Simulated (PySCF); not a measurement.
B3LYP on S (sulfur, neutral), [Ne] 3s1 3p4 3d1, one real determinant (an excited configuration). All numbers are calculated (PySCF 2.14, no relativity, point nucleus, in aug-cc-pwCVTZ).

```
cycle= 1 E= -397.442746970866  delta_E= -0.0112  |g|= 0.02  |ddm|= 0.242
cycle= 2 E= -397.442959635612  delta_E= -0.000213  |g|= 0.0132  |ddm|= 0.0649
cycle= 3 E= -397.443032845715  delta_E= -7.32e-05  |g|= 0.00151  |ddm|= 0.0203
cycle= 4 E= -397.443033949363  delta_E= -1.1e-06  |g|= 0.000418  |ddm|= 0.00392
cycle= 5 E= -397.443034087136  delta_E= -1.38e-07  |g|= 2.61e-05  |ddm|= 0.00106
cycle= 6 E= -397.443034087894  delta_E= -7.58e-10  |g|= 1.85e-06  |ddm|= 9.82e-05
converged SCF energy = -397.443034087894  <S^2> = 6.0047596  2S+1 = 5.0019035
```

Highest occupied orbital energy: 0.582 eV; ⟨L²⟩ = 8.02; populations by l: s 5.00, p 10.00, d 1.00, f 0.00.

(1) Can this result be used?

## Answers

(1) Not for this state. The calculation finished and met its thresholds. ⟨L²⟩ = 8.02 against 12 for a pure F term, so this real determinant mixes terms. The outer electron is Rydberg-like, and this basis confines it to a smaller radius and binds it less than a complete one would. At B3LYP the highest occupied level has a positive energy, so only the finite basis holds that electron; for this excited configuration the basis is too tight for the outer shell.
